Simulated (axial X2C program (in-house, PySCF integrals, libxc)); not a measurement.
# Potential curves of GaO⁺, with spin–orbit coupling

Computed with an axial X2C code built on PySCF integrals. Two-component (2c) means X2C with spin–orbit coupling and atomic mean-field two-electron Coulomb and Gaunt terms. Basis: Ga dyall-cv3z [9s9p7d4f1g], O dyall-av3z [7s6p3d2f] (cores contracted in-house); Gaussian nuclei, density fitting, unrestricted open shells. Masses: Ga 68.926 u, O 15.995 u.

State: Ω = 2 (⟨Sz⟩ = 1.00, ⟨Lz⟩ = 1.00 at PBE0). Energies in eV from the fragments at the same level (Ga+ + O). Fits are polynomials in 1 − R0/R over 0.85 to 1.23 times the lowest point R0.

```json
{"R (Å)": "1.6539", "PBE0": "0.2608", "PBEsol": "-0.2410"}
{"R (Å)": "1.7299", "PBE0": "-0.0038", "PBEsol": "-0.5033"}
{"R (Å)": "1.7869", "PBE0": "-0.0992", "PBEsol": "-0.5953"}
{"R (Å)": "1.8440", "PBE0": "-0.1373", "PBEsol": "-0.6263"}
{"R (Å)": "1.9010", "PBE0": "-0.1384", "PBEsol": "-0.6153"}
{"R (Å)": "1.9675", "PBE0": "-0.1133", "PBEsol": "-0.5687"}
{"R (Å)": "2.0341", "PBE0": "-0.0751", "PBEsol": "-0.5015"}
{"R (Å)": "2.1196", "PBE0": "-0.0231", "PBEsol": "-0.4034"}
{"R (Å)": "2.2242", "PBE0": "0.0318", "PBEsol": "-0.2852"}
{"R (Å)": "2.3763", "PBE0": "0.0870", "PBEsol": "-0.1406"}
```

The state is one determinant whose occupation by symmetry is held fixed; it was picked as the lowest of a PBE0 search that is not exhaustive. Dissociation energies refer to the lowest single-determinant-based atoms at the same level and basis. Density functionals use the spin component along the axis (collinear). In 2c an atomic determinant is not the ground J level, so De misses part of the atomic spin–orbit lowering. This holds for PBE0, PBEsol. PBE0 can misorder states that lie within some tenths of an eV, so this need not be the ground state of the molecule. The nearest other 2c determinant of the search, Ω = 1, lies 0.33 eV up at the distance of the search. The functionals have no current-density term, which raises determinants with orbital currents, atoms included. The atomic limit has a lower orbital projection than the molecule and lies lower at mean-field level, so De may be about a tenth of an eV too small. With several unpaired electrons one determinant need not be a pure state. Open-shell Ω = 0 determinants with evenly filled partner blocks cannot be reached by this program, so the Ω shown need not be the lowest component. At some level and bond length an empty orbital lies below a filled one.

Q: Fit the PBE0 curve near its minimum: give the equilibrium distance, the harmonic wavenumber and the well depth.

A: At PBE0, 2c: Re = 1.874 Å, ωe ≈ 424 cm⁻¹, De = 0.14 eV to Ga+ + O; Be follows as 0.37 cm⁻¹.

Q: Fit the PBEsol curve near its minimum: give the equilibrium distance, the harmonic wavenumber and the well depth.

A: At PBEsol, 2c: Re = 1.854 Å, ωe ≈ 499 cm⁻¹, De = 0.63 eV to Ga+ + O; Be follows as 0.378 cm⁻¹.
